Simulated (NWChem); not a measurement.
# C₃H₇Br; SMILES CC(C)Br

```xyz
11

C      0.1347     1.5471    -1.2682
C     -0.3999     0.9181     0.0000
C      0.1347     1.5471     1.2682
Br     0.0188    -1.0090     0.0000
H      1.2329     1.4871    -1.3053
H     -0.1524     2.6115    -1.2988
H     -0.2687     1.0561    -2.1646
H     -1.4992     0.9331     0.0000
H      1.2329     1.4871     1.3053
H     -0.1524     2.6115     1.2988
H     -0.2687     1.0561     2.1646
```
Atoms are numbered in this order, from 1.

Results from NWChem. Pople sets run with spherical d functions. Medium grid unless said otherwise, to which SCAN and Minnesota functionals are sensitive. The geometry was optimised at PBE0/def2-SVP. B3LYP is NWChem's, with the RPA form of VWN correlation.

Q: Order these by “highest occupied level (eV)”, lowest first: RPBE/6-31G*; B97-2/6-31G*; MN15-L/6-31G*; LRC-wPBEh/6-31G*.

A: LRC-wPBEh/6-31G* (-9.57), B97-2/6-31G* (-7.42), MN15-L/6-31G* (-6.93), RPBE/6-31G* (-6.31)
